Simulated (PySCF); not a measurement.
CH9ClSi3, SMILES C[Si]([SiH3])([SiH3])Cl. Heavy atoms are numbered as in [CH3:1][Si:2]([SiH3:3])([SiH3:4])[Cl:5]. Hydrogens are named by the atom that carries them.

Coordinates come from a PBE0-D3(BJ)/def2-SVP optimisation.

These are M06-2X/def2-TZVP (PySCF) values and carry that method's errors.

ESP charges are fitted to the potential on shells at 1.4 to 2.0 van der Waals radii. Atomic charges (e), one atom of each kind:

```tsv
atom	IAO	ESP fit
C1 (CH3)	-0.71	-0.70
Si2	0.58	0.40
Si3 (SiH3)	0.31	0.02
Cl5	-0.35	-0.21
H on C1	0.16	0.20
H on Si3	-0.10	-0.03
```

Task: Give the Mayer and Wiberg (Löwdin basis) orders of the bonds. (Estimate from the structure and the level; the computed values follow.)

Result: 
```tsv
bond	Mayer	Wiberg
C1–Si2	0.96	1.23
Si2–Si3	0.95	1.09
Si2–Si4	0.95	1.09
Si2–Cl5	1.12	1.70
```
